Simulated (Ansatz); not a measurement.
Computed with Ansatz on PBE0-D4/def2-TZVP structures; ΔE is electronic, products minus reactants. CBS: MP2 limit from def2 TZ/QZ plus the TZ coupled-cluster correction, frozen cores. This one scheme is used for every species. DFT in def2-TZVPP. B3LYP here is the variant with VWN-RPA as its local correlation; programs differ in this. HSE06 is defined as in plane-wave codes. Each species was taken in one conformer, which may not be the lowest.

`C=C[SiH2][AlH2]` + H₂ → `[AlH3]` + `C=C[SiH3]`  (hydrogenolysis of the Al–Si bond)

| level | ΔE (kJ/mol) | difference from CCSD(T)/CBS |
| --- | --- | --- |
| LDA (SPW92) | -4.2 | 12.1 |
| PBE-D4 | -0.3 | 16.0 |
| revPBE-D4 | -0.1 | 16.2 |
| BLYP-D4 | -13.0 | 3.3 |
| r2SCAN-D4 | -9.8 | 6.5 |
| B97M-V | -26.7 | -10.4 |
| PBE0-D4 | -7.3 | 9.0 |
| B3LYP-D4 | -17.9 | -1.6 |
| r2SCANh-D4 | -11.6 | 4.7 |
| r2SCAN0-D4 | -14.2 | 2.1 |
| HSE06-D4 | -7.1 | 9.2 |
| BHLYP-D4 | -25.5 | -9.2 |
| CAM-B3LYP-D4 | -25.9 | -9.6 |
| ωB97M-V | -24.2 | -7.9 |
| PBE | -4.8 | 11.5 |
| revPBE | -6.1 | 10.2 |
| BLYP | -21.1 | -4.8 |
| r2SCAN | -11.1 | 5.2 |
| PBE0 | -11.5 | 4.8 |
| r2SCANh | -13.0 | 3.3 |
| r2SCAN0 | -15.8 | 0.5 |
| HSE06 | -11.1 | 5.2 |
| BHLYP | -33.2 | -16.9 |
| CAM-B3LYP | -30.5 | -14.2 |
| LC-ωPBE | -19.9 | -3.6 |
| RPA@PBE/def2-TZVPP | -22.7 | -6.4 |
| HF/def2-SVP | -51.4 | -35.1 |
| MP2/def2-SVP | -28.6 | -12.3 |
| CCSD(T)/def2-SVP | -28.0 | -11.7 |
| HF/def2-TZVPP | -48.0 | -31.7 |
| MP2/def2-TZVPP | -19.8 | -3.5 |
| SCS-MP2/def2-TZVPP | -26.5 | -10.2 |
| CCSD/def2-TZVPP | -23.9 | -7.6 |
| CCSD(T)/def2-TZVPP | -18.6 | -2.3 |
| HF/def2-QZVPP | -48.5 | -32.2 |
| MP2/def2-QZVPP | -18.7 | -2.4 |
| SCS-MP2/def2-QZVPP | -25.3 | -9.0 |
| HF/CBS(def2) | -48.6 | -32.3 |
| MP2/CBS(def2) | -17.6 | -1.3 |
| CCSD/CBS(def2) | -21.6 | -5.3 |
| CCSD(T)/CBS | -16.3 | 0 |

Largest T1 diagnostic among the species: 0.012.

From BLYP to BHLYP (50 % exact exchange), in def2-TZVPP and without D4, ΔE moves by −12.1 kJ/mol. In def2-TZVPP, CCSD(T) changes the Hartree–Fock value by +29.4 kJ/mol (the triples alone add +5.3 kJ/mol) and MP2 by +28.1 kJ/mol.
